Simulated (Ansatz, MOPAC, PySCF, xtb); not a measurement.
Lewis adduct: GaH2I (SMILES [GaH2][I]) (first 4 atoms) with H2O (SMILES O); geometry from B3LYP-D3(BJ)/def2-TZVP, rigid monomers moved along the line of their centres of mass till Ga1···O5 is 2.01 Å.
(charge 0, multiplicity 1):
```xyz
7

Ga    -0.02731    -1.20652     1.50893
I     -0.16180     1.06806     0.28494
H      1.39650    -1.83710     1.48392
H     -1.41063    -1.91962     1.66195
O     -0.00559    -0.18167     3.23613
H      0.15889     0.74710     3.00416
H     -0.87700    -0.20764     3.65364
```

```csv
level,interaction energy (kcal/mol),cost
PM7,-7.98,-
GFN2-xTB,-24.77,-
HF/def2-SVPD,-12.06,-
r2SCAN/def2-TZVPPD,-18.45,×2
r2SCAN-D3(BJ)/def2-TZVPPD,-18.88,×2
r2SCAN-D4/def2-TZVPPD,-18.83,×2
B3LYP-D3(BJ)/def2-TZVPPD,-15.29,×1
PBE0/def2-TZVPPD,-16.31,×2
wB97M-V/def2-TZVPPD,-17.97,×4
MP2/def2-TZVPPD,-15.76,-
CCSD/def2-TZVPPD,-14.66,-
CCSD(T)/def2-SVPD,-11.93,×3
CCSD(T)/def2-TZVPPD,-14.98,×70*
"CCSD(T)/CBS(def2-SVPD, def2-TZVPPD)",-15.79,×70*
```

The rows run from -24.77 (GFN2-xTB) to -7.98 kcal/mol (PM7). In def2-TZVPPD the value moves MP2 -15.76, CCSD -14.66, CCSD(T) -14.98, a shift of 0.78 from MP2 to CCSD(T). From def2-SVPD to def2-TZVPPD CCSD(T) changes by -3.05. The dispersion term adds -0.44 in r2SCAN-D3(BJ), -0.38 in r2SCAN-D4. The 3 functionals in def2-TZVPPD without D3 or D4 span 2.14, from r2SCAN to PBE0.

Monomers are frozen at their geometry in the pair; levels with a basis set take the counterpoise correction.

Frozen-core correlation. Filled d and f shells under p-block atoms count as core. CBS: X⁻³ extrapolation of the correlation energy, Hartree–Fock from the larger set. The state that PM7 reach isn't checked; PM7 holds dispersion and hydrogen-bond terms.

The values were computed with Ansatz (Gaussian basis) for Hartree–Fock, density functionals and correlated methods; MOPAC for PM7 (differences of heats of formation); PySCF for the dispersion terms; xtb for the GFN methods.  In def2 rows elements past Kr take small-core potentials, without spin–orbit coupling.

Costs are rough ratios of core time to PBE/def2-TZVPPD (about 8 s over the structures, on one shared machine); a dash marks a level with no comparable run of its own. A star marks coupled-cluster runs past 200 virtual orbitals, where the program's memory plan changes under this machine's limit, so their costs aren't comparable with smaller runs.

Ansatz is an electronic-structure program.
